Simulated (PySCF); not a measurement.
## Correlation energy of Re²⁺ (rhenium, charge +2)

[Xe] 4f14 5d4 6s1, high-spin 6D determinant (an excited configuration). All numbers are calculated (PySCF 2.14, scalar relativity through the core potential, in def2-QZVPPD with the def2 core potential (60 electrons) (7s6p4d4f2g, 91 functions)). Frozen: nothing; 13 electrons correlated.

MP2 pair energies summed by pair of shells (mhartree):

```tsv
pair	energy	share (%)
5p-5d	-118.03	36.3
5p-5p	-86.01	26.5
5d-5d	-32.86	10.1
5s-5p	-29.75	9.2
5p-6s	-19.65	6.0
5d-6s	-18.49	5.7
5s-5d	-13.97	4.3
5s-5s	-4.96	1.5
5s-6s	-1.06	0.3
```

Total MP2 correlation energy: -324.79 mhartree.

Same-spin part -115.33 and opposite-spin part -209.45 mhartree; SCS-MP2 scales them by 1/3 and 6/5 to -289.79 mhartree.

The basis has no tight functions for the innermost shells, so their pair energies are far from complete.

This basis was not built for core-valence correlation, so the inner-shell part is incomplete.
